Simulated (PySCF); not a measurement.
# Worked example: oscillator strength and radiative lifetime

C5H4F2O, SMILES C1(F)C[C@@H](F)C(=O)C=1.

Geometry optimised at ωB97X-D3(BJ)/def2-SVP. The structure was generated by enumeration; whether it is a known compound was not checked. One conformer was computed; it need not be the lowest.

PySCF with TDA-PBE/def2-SVPD puts the first singlet state with f over 0.02 at 5.84 eV (vertical), with the transition dipole (0.571, -0.152, -0.081) in atomic units.

### Question
Find the oscillator strength, the wavelength and the radiative lifetime that this transition would have in vacuum if emission retraced absorption.

### Answer

|μ|² = 0.3557 au, so |μ| = 1.52 D. ΔE = 5.84/27.211 = 0.2146 hartree. f = (2/3) ΔE |μ|² = 0.051 (the program prints 0.051).
λ = 1239.84/5.84 = 212 nm; ν = 47103 cm⁻¹.
Einstein's coefficient A = 0.6670 ν² f s⁻¹ (ν in cm⁻¹) = 7.5e7 s⁻¹, so τ = 1/A = 13 ns. This state is S3; the lower singlets have f = 0.000, 0.005. The figure is the radiative limit of this one transition; relaxation, internal conversion, crossing to triplets and a medium change what is measured.
